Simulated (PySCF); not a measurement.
# From computed data to an observable: oscillator strength and radiative lifetime

2,2-dichloroethyl(fluoro)silane (C2H5Cl2FSi), SMILES ClC(Cl)C[SiH2]F.

The structure is a stationary point at ωB97X-D3(BJ)/def2-SVP. One conformer was computed; it need not be the lowest.

TDDFT-LC-ωPBE/def2-SVPD run with PySCF puts the first singlet state with f over 0.02 at 9.05 eV (vertical), with the transition dipole (0.401, 0.199, -0.155) in atomic units.

### Question
Find the oscillator strength, the wavelength and the radiative lifetime that this transition would have in vacuum if emission retraced absorption.

### Answer

|μ|² = 0.2244 au, so |μ| = 1.20 D. ΔE = 9.05/27.211 = 0.3326 hartree. f = (2/3) ΔE |μ|² = 0.050 (the program prints 0.050).
λ = 1239.84/9.05 = 137 nm; ν = 72993 cm⁻¹.
Einstein's coefficient A = 0.6670 ν² f s⁻¹ (ν in cm⁻¹) = 1.8e8 s⁻¹, so τ = 1/A = 5.7 ns. This state is S9; the lower singlets have f = 0.000, 0.008, 0.001, 0.003, 0.007, 0.017, 0.010, 0.009. The figure is the radiative limit of this one transition; relaxation, internal conversion, crossing to triplets and a medium change what is measured.
